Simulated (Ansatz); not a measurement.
Relaxation of BClH2Te (5 atoms, charge 0, multiplicity 1), to a largest force component of 0.02 eV/Å in at most 40 steps.

Theory: RKS PBE0-D4/def2-SVP in Ansatz 0.2.0.

```xyz
5
Properties=species:S:1:pos:R:3:forces:R:3
Cl -1.156 -1.249 1.310 0.48 0.98 -2.01
B -0.525 -0.418 -0.221 0.53 -1.07 3.12
Te 1.595 0.098 -0.343 0.45 0.74 0.31
H -1.161 -0.151 -1.130 -1.48 0.12 -1.10
H 1.296 1.647 0.342 0.02 -0.76 -0.32
```

Where does it end, and by what steps?

The forces met the threshold. After 16 steps the energy has fallen by 0.872 eV; H5 moved furthest, 0.91 Å.

```tsv
step	energy less start (eV)	largest force component (eV/Å)	accepted
0	0.0000	3.119	yes
1	-0.1820	1.337	yes
2	-0.2501	0.834	yes
3	-0.2692	0.590	yes
4	-0.2851	0.153	yes
5	-0.3186	0.200	yes
6	-0.3390	0.280	yes
7	-0.3656	0.312	yes
8	-0.3991	0.337	yes
9	-0.4391	0.350	yes
10	-0.4841	0.349	yes
11	-0.5319	0.362	yes
12	-0.7044	0.466	yes
13	-0.8197	0.707	yes
14	-0.8529	0.270	yes
15	-0.8603	0.435	yes
16	-0.8716	0.015	yes
```

```xyz
5
Properties=species:S:1:pos:R:3
Cl -1.204 -0.595 1.295
B -0.533 -0.359 -0.298
Te 1.292 0.663 -0.689
H -1.119 -0.789 -1.257
H 1.614 1.006 0.908
```

The run took 50 s on 1 thread of Arm Neoverse V1, with other jobs on the host, peak memory 0.14 GiB.
